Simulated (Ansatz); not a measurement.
Calculated with Ansatz (gas phase, PBE0-D4/def2-TZVP geometries, no zero-point term in ΔE). CBS: MP2 limit from def2 TZ/QZ plus the TZ coupled-cluster correction, frozen cores. This one scheme is used for every species. Functionals use def2-TZVPP. For Ge outer-core shells are correlated without core-valence functions, which leaves a few kJ/mol of doubt a bond. Scalar relativity is left out up to krypton. One conformer a species, not always the lowest.

Consider the cleavage of the Si–Si bond: `[SiH3][SiH2][SiH2][SiH2][GeH3]` + `[NH2][AlH][OH]` → `[NH2][AlH][O][SiH2][SiH3]` + `[SiH3][SiH2][GeH3]`.

| species | PBE energy (Eh) |
| --- | --- |
| `[SiH3][SiH2][SiH2][SiH2][GeH3]` | -3241.27507 |
| `[NH2][AlH][OH]` | -374.68149 |
| `[NH2][AlH][O][SiH2][SiH3]` | -955.81446 |
| `[SiH3][SiH2][GeH3]` | -2660.16837 |

(1) Work out ΔE.

Largest T1 diagnostic among the species: 0.013.

Answers

(1) ΔE = (-955.81446) + (-2660.16837) − (-3241.27507) − (-374.68149) = -0.02627 Eh = -69.0 kJ/mol. CCSD(T)/CBS gives -85.0 kJ/mol.

The D4 term adds +9.8 kJ/mol with B3LYP and +5.8 kJ/mol with PBE0; it sums over pairs of atoms, weighted by their polarisabilities, and B3LYP, whose exchange is more repulsive, gets the larger term. From PBE to PBE0 (25 % exact exchange), in def2-TZVPP and without D4, ΔE moves by −6.6 kJ/mol.

B3LYP here is the variant with VWN-RPA as its local correlation; programs differ in this.
